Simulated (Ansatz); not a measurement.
A CCSD(T) single point on `O[Si@H](Cl)C[Si@H](O)Cl`.

```yaml
crystal:
  periodic: [false, false, false]
  atoms:
    - {symbol: O, position_ang: [1.242903, -1.071552, 1.092657]}
    - {symbol: Si, position_ang: [1.367141, -0.438837, -0.426650]}
    - {symbol: Cl, position_ang: [2.377450, 1.350013, -0.351647]}
    - {symbol: C, position_ang: [-0.368704, -0.178191, -0.987062]}
    - {symbol: Si, position_ang: [-1.432720, 0.833477, 0.171857]}
    - {symbol: O, position_ang: [-1.126043, 0.454501, 1.726310]}
    - {symbol: Cl, position_ang: [-3.403455, 0.424485, -0.251643]}
    - {symbol: H, position_ang: [2.047491, -1.279010, 1.571408]}
    - {symbol: H, position_ang: [2.175266, -1.328328, -1.290638]}
    - {symbol: H, position_ang: [-0.370263, 0.293127, -1.974947]}
    - {symbol: H, position_ang: [-0.833036, -1.165485, -1.097151]}
    - {symbol: H, position_ang: [-1.265834, 2.283774, -0.048435]}
    - {symbol: H, position_ang: [-0.410206, -0.177982, 1.865951]}
basis:
  gaussian: {orbitals: def2-TZVPP}
correlation: {method: ccsd_t}
```

```sh
$ ansatz run in.yaml --threads 2 --pin off --events-out ev --progress --plain --max-ram 32768MiB --backend cuda --devices 0, --max-vram 18GiB
```

Log, shortened:

```
Functional definition: HF
  name "HF"
  cite "Fock, Z. Phys. 61, 126 (1930) doi:10.1007/BF01340294"
  parent pbe
  exchange = exact_x
  correlation = 0
2040 factors; integrals over basis functions are off by at most 1.3e-3 eV
mean field evaluation 1: about -45935.8988 eV, gradient 5.3e1 eV
mean field evaluation 2: about -45936.3088 eV, gradient 5.3e1 eV
mean field evaluation 4: about -45941.8418 eV, gradient 4.5e0 eV
mean field evaluation 8: about -45941.9291 eV, gradient 2.8e-1 eV
mean field -45941.92952302 eV, -1688.3347694128 hartree, gradient 4.7e-6 eV, S^2 0.000000; 0 other end points of the search recorded, 0 dependent functions left out
23 core orbitals not correlated: weight in the atoms' cores, before any rotation towards them, 1.000 or more for the frozen orbitals, at most 0.000 for the correlated occupied ones
reference -45941.92952302 eV, -1688.3347694128 hartree; 22, 22 occupied and 300, 300 virtual orbitals, 2040 factors
second order -34.54982889 eV of doubles, -0.00000000 eV of singles
cycle   1  -35.34462441 eV  change   -7.9e-1 eV  update   1.2e-1
cycle   2  -36.09206922 eV  change   -7.5e-1 eV  update   3.2e-2
cycle   3  -36.24741696 eV  change   -1.6e-1 eV  update   1.6e-2
cycle   4  -36.23104199 eV  change    1.6e-2 eV  update   3.4e-3
cycle   5  -36.22924794 eV  change    1.8e-3 eV  update   1.5e-3
cycle   6  -36.22977356 eV  change   -5.3e-4 eV  update   4.1e-4
cycle   7  -36.22952489 eV  change    2.5e-4 eV  update   1.6e-4
cycle   8  -36.22948414 eV  change    4.1e-5 eV  update   4.5e-5
perturbative correction -1.44083341 eV, -0.0529496511 hartree
Total energy: -45979.59984057 eV, -1689.7191280488 hartree
```

Run time 14 s (2 threads of an AMD EPYC 7R13 on a shared host and a share of an NVIDIA H100 80 GB); peak host memory 0.85 GiB.

Correlation energy per correlated electron: -0.856 eV. T1 diagnostic: 0.0106.
